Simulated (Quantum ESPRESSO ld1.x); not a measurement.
Co II, configuration [Ar] 3d8.

Calculated with ld1.x of Quantum ESPRESSO 7.5: scalar-relativistic Kohn-Sham, LDA (Slater exchange, Perdew-Wang correlation), spin-polarised, spherical densities, point nucleus, Perdew-Zunger self-interaction correction; open shells are filled with parallel spins first.

Energy parts (hartree):
| part | energy |
|---|---|
| total | -1395.0583 |
| kinetic | 1413.0539 |
| electron-nucleus | -3337.6502 |
| Hartree | 591.2087 |
| exchange-correlation | -61.6707 |

Orbitals (lengths in bohr, moments of r in powers of bohr):
| orbital | occ. | eigenvalue (hartree) | <r^4> |
|---|---|---|---|
| 1s up | 1 | -285.4578 | 0.00004603 |
| 1s down | 1 | -285.4575 | 0.00004603 |
| 2s up | 1 | -34.3258 | 0.01046 |
| 2s down | 1 | -34.2887 | 0.01043 |
| 2p up | 3 | -29.9661 | 0.007779 |
| 2p down | 3 | -29.9382 | 0.007749 |
| 3s up | 1 | -4.2590 | 0.8219 |
| 3s down | 1 | -4.1840 | 0.8307 |
| 3p up | 3 | -2.9145 | 1.173 |
| 3p down | 3 | -2.8411 | 1.196 |
| 3d up | 5 | -0.7779 | 7.037 |
| 3d down | 3 | -0.7053 | 8.627 |

The highest occupied level is 3d down at -19.191 eV. Summed over all electrons, <r^2> = 20.03 bohr^2, which gives a Langevin (diamagnetic) susceptibility term of -15.9 x 10^-6 cm^3/mol. For comparison, the ionisation energy in NIST's Atomic Spectra Database is 17.084 eV (measured). In exact Kohn-Sham theory the highest level is minus the ionisation energy, but local and semilocal functionals leave it too shallow, through self-interaction and a potential that decays too fast; potentials with the right tail come closer.
